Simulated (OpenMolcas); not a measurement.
Mn VI: CASPT2 settings compared

```yaml
Program: OpenMolcas
Basis: ANO-R1 [5s3p3d1f]
Scalar_Hamiltonian: X2C, finite nucleus
Active_space: 2 electrons in 5 orbitals (3d)
State_averaging: 2S+1 = 3 even, 10 roots; 2S+1 = 1 even, 14 roots kept (CI in the orbitals of an earlier block)
Spin-orbit_coupling: state interaction with AMFI integrals over the reference wave functions, term energies averaged over their components
```

Methods on the same reference wave functions:
A. CASSCF
B. SS-CASPT2, IPEA 0.1 Eh, imaginary shift 0.3 Eh (closed shells correlated: 3s 3p)
C. XMS-CASPT2, IPEA 0 Eh, sigma2 regulariser 0.05 Eh (closed shells correlated: 2s 2p 3s 3p)
D. XMS-CASPT2, IPEA 0.35 Eh, sigma2 regulariser 0.15 Eh (closed shells correlated: 2s 2p 3s 3p)

Energies in cm⁻¹ above 3d² ³F₂, the measured ground level; measured values from Corliss and Sugar, J. Phys. Chem. Ref. Data 6, 1253 (1977).

| Level | A | B | C | D | Measured |
| --- | --- | --- | --- | --- | --- |
| 3d² ³F₂ | 0.0 | 0.0 | 0.0 | 0.0 | 0.0 |
| 3d² ³F₃ | 731 | 736 | 735 | 735 | 746 |
| 3d² ³F₄ | 1660 | 1665 | 1664 | 1664 | 1669 |
| 3d² ¹D₂ | 18817 | 15920 | 16450 | 16310 | 15336 |
| 3d² ³P₀ | 21873 | 18690 | 18690 | 18780 | 17782 |
| 3d² ³P₁ | 22107 | 18920 | 18920 | 19010 | 18057 |
| 3d² ³P₂ | 22698 | 19530 | 19550 | 19630 | 18628 |
| 3d² ¹G₄ | 28895 | 27230 | 27460 | 27280 | 25511 |

Deviations, from unrounded energies. A percentage is the sum of absolute deviations over the sum of measured energies, with the sign that they share, or ± where signs differ.

```csv
Against measurement,Levels,A,B,C,D
mean absolute deviation (cm-1),7,2700,710,820,820
fine structure of the ground term (%),2,-1.0,-0.6,-0.7,-0.7
other terms of the ground configuration (%),5,+20.0,+5.2,+6.0,+6.0
```

B lies closest to measurement on these levels and A furthest from it. The largest miss of B in the table is 3d² ¹G₄, by +1700 cm-1. The ranking rests on the paired levels alone, and a cruder setting can come out closer through cancelling errors.

Among B to D the level of the table that moves most is 3d² ¹D₂, by 530 cm-1 (lowest in B, highest in C). Moves below CASPT2's spread within the term are not significant.

The mean deviations of B to D differ by less than CASPT2's widest spread within a term (1200 cm-1), so their order carries little weight.

From A to B the spin-free energies of the other terms of 3d² shown, above ³F, scale by factors of 0.84 to 0.94, as is usual when dynamic correlation screens the repulsion within a d or f shell.

The lowest spin-free term lies below A's lowest term by 0.200 hartree in B, 0.220 hartree in C, 0.215 hartree in D.

Term energies are means over components that CASPT2 splits; among the terms shown or strongly mixed into the levels shown the widest spread is 1200 cm-1 (3d² ³F, D). Terms from blocks run as CI alone lack orbitals of their own. The basis is small and was not contracted for so high a charge. Without dynamic correlation excited terms often stand tens of per cent too high (terms of higher spin than the ground term too low), and those without a measured partner can miss by more than the paired ones (holds for A). Measured partners are found by configuration, term and J. A level has none where our copy of the source lacks it or the pairing is in doubt (some pairs that miss far off the trend of their configuration count as doubtful), and it then counts in no deviation. Levels of configurations outside the active space are missing.
